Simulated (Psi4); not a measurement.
InP, triplet, at a GFN2-xTB geometry (such geometries of metal compounds can be far from the true shape) (core potentials on In). Base run: SVWN/def2-SV(P) run with Psi4.

Geometry (Å):
```xyz
2

In     0.0000     0.0000    -0.6139
P      0.0000     0.0000     2.0054
```
Charge 0, spin multiplicity 3.
Orbitals are unrestricted.
All else is at Psi4's defaults (density fitting; Cartesian or spherical functions as each basis is defined).

Each row names what was changed in the base input (with any setting that the change needs).

```
change              basis functions      E (Eh)  dipole (D)
------------------  ---------------  ----------  ----------
base                             44  -530.46750        1.32
basis = def2-SVP                 44  -530.46750        1.32
basis = def2-SVPD                56  -530.47236        1.57
basis = def2-TZVP                87  -530.59237        1.80
basis = def2-TZVPP               92  -530.59240        1.80
basis = def2-TZVPD               99  -530.59306        1.78
basis = def2-QZVP               152  -530.60907        1.79
basis = def2-QZVPP              152  -530.60907        1.79
```

Totals compare only among sets that treat the same electrons; sets with core potentials leave the core out.

Open shells are given as the SCF converged; they aren't shown to be the lowest states, and a large step between rows can be another state.
